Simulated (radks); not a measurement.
All-electron atom: Pt IV in [Xe] 4f14 5d7.

Method: scalar-relativistic Kohn-Sham, PBE, spin-polarised, spherical densities, point nucleus; open shells are filled with parallel spins first (spin-orbit coupling, left out, can overturn this in heavy ions); computed with a radial shooting solver on a logarithmic mesh with Libxc functionals.

Energy parts (eV):
| part | energy |
|---|---|
| total | -500997.59 |
| kinetic | 558910.65 |
| electron-nucleus | -1242514.81 |
| Hartree | 192215.60 |
| exchange-correlation | -9609.02 |

Orbitals (lengths in bohr, moments of r in powers of bohr; r(90%) holds 90 % of the orbital's charge):
| orbital | occ. | eigenvalue (eV) | r(90%) |
|---|---|---|---|
| 1s down | 1 | -78474.83 | 0.0313 |
| 1s up | 1 | -78474.82 | 0.0313 |
| 2s up | 1 | -13815.13 | 0.112 |
| 2s down | 1 | -13814.91 | 0.112 |
| 2p up | 3 | -11975.72 | 0.106 |
| 2p down | 3 | -11975.53 | 0.106 |
| 3s up | 1 | -3272.235 | 0.274 |
| 3s down | 1 | -3272.154 | 0.274 |
| 3p up | 3 | -2736.688 | 0.281 |
| 3p down | 3 | -2736.597 | 0.281 |
| 3d up | 5 | -2156.557 | 0.264 |
| 3d down | 5 | -2156.396 | 0.264 |
| 4s up | 1 | -731.0936 | 0.595 |
| 4s down | 1 | -730.8787 | 0.595 |
| 4p up | 3 | -555.4921 | 0.641 |
| 4p down | 3 | -555.2934 | 0.641 |
| 4d up | 5 | -342.4030 | 0.699 |
| 4d down | 5 | -342.1721 | 0.699 |
| 5s up | 1 | -137.7075 | 1.36 |
| 5s down | 1 | -136.1197 | 1.35 |
| 4f up | 7 | -105.6756 | 0.834 |
| 4f down | 7 | -105.3250 | 0.830 |
| 5p up | 3 | -91.7029 | 1.58 |
| 5p down | 3 | -89.7195 | 1.58 |
| 5d up | 5 | -39.7394 | 2.24 |
| 5d down | 2 | -37.4976 | 2.27 |

The highest occupied level is 5d down at -37.498 eV. For comparison, the ionisation energy in NIST's Atomic Spectra Database is 43 eV (theoretical). In exact Kohn-Sham theory the highest level is minus the ionisation energy, but local and semilocal functionals leave it too shallow, through self-interaction and a potential that decays too fast; potentials with the right tail come closer. Spin moment in Bohr magnetons: 3. The density falls to 0.001 e/bohr^3 at r = 3.33 bohr. Summed over all electrons, <r^2> = 37.45 bohr^2, which gives a Langevin (diamagnetic) susceptibility term of -29.7 x 10^-6 cm^3/mol.
